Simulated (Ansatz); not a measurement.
Consider the ligand exchange at the Si–C bond: `C[SiH]1CCO1` + HBr → `Br[SiH]1CCO1` + CH₄.

Computed with Ansatz on PBE0-D4/def2-TZVP structures; ΔE is electronic, products minus reactants. CCSD(T)/CBS adds triple-zeta CCSD(T) − MP2 to the extrapolated MP2 energy (def2 sets, frozen cores). This one scheme is used for every species. For Br outer-core shells are correlated without core-valence functions, which leaves a few kJ/mol of doubt a bond. Scalar relativity is left out up to krypton.

```csv
species,HF/def2-TZVPP energy (Eh)
`C[SiH]1CCO1`,-482.17412
HBr,-2573.00153
`Br[SiH]1CCO1`,-3015.00437
CH₄,-40.21433
```

Question: Work out ΔE.

Answer: ΔE = (-3015.00437) + (-40.21433) − (-482.17412) − (-2573.00153) = -0.04305 Eh = -1.17 eV. CCSD(T)/CBS gives -1.14 eV.

Largest T1 diagnostic among the species: 0.011.
